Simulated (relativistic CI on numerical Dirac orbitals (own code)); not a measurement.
**Magnetism of Ni⁴⁺, 3d6, in a crystal field**

Calculated by Dirac-Coulomb-Breit CI, KLI orbitals optimised for each configuration, model QED (radiative potential, 1s self-energy scaled to tabulated hydrogen-like ionisation energies), valence Slater integrals scaled by 0.75, one configuration in a parametric crystal field (own radial code).

Field parameters in Wybourne normalisation: D3d B²₀ = −7Dσ, B⁴₀ = −14Dq − 21Dτ, B⁴₃ = −14√(10/7) Dq; D4h B²₀ = −7Ds, B⁴₀ = 21(Dq − Dt), B⁴₄ = 21√(5/14) Dq; Oh B⁴₀ = 21Dq, B⁴₄ = √(5/14) B⁴₀; Td as Oh with Dq negative (B⁴₀ = 21Dq, B⁴₄ = √(5/14) B⁴₀). The field is a parameter set, without covalency.

S is read from ⟨S²⟩ = S(S + 1).

Powder χT (cm³ K mol⁻¹) by Van Vleck's formula, with temperature-independent terms:

```tsv
Field	2 K	5 K	10 K	20 K	50 K	100 K	200 K	300 K
D3d, 10Dq = 31650, Dσ = 460, Dτ = -310 cm⁻¹	0.000322	0.000805	0.00161	0.00322	0.00805	0.0161	0.0322	0.0483
D4h, 10Dq = 27800, Ds = -880, Dt = 890 cm⁻¹	0.000473	0.00118	0.00236	0.00473	0.0118	0.0236	0.0473	0.0709
D4h, 10Dq = 28150, Ds = -1180, Dt = 1130 cm⁻¹	0.00367	0.00918	0.0184	0.0367	0.0918	0.201	0.737	1.34
D4h, 10Dq = 30150, Ds = 540, Dt = -330 cm⁻¹	0.000305	0.000764	0.00153	0.00305	0.00764	0.0153	0.0305	0.0458
Oh, 10Dq = 13750 cm⁻¹	3.17	3.19	3.22	3.28	3.47	3.77	4.14	4.23
Oh, 10Dq = 27150 cm⁻¹	0.000367	0.000918	0.00184	0.00367	0.00918	0.0184	0.0367	0.0551
Td, 10Dq = -14200 cm⁻¹	0.247	0.618	1.22	2.13	2.91	3.12	3.19	3.2
Td, 10Dq = -16200 cm⁻¹	0.235	0.588	1.17	2.05	2.86	3.08	3.16	3.17
```

Question: For Td, 10Dq = -16200 cm⁻¹: what effective moment follows at 300 K?

Answer: μ_eff = √(8χT) = 5.04 μB. The ground level has S = 1.99; the spin-only moment for S = 2 is 4.90 μB. The difference comes from the orbital moment, spin-orbit mixing of terms and temperature-independent paramagnetism, all larger in this ionic model than in covalent complexes.
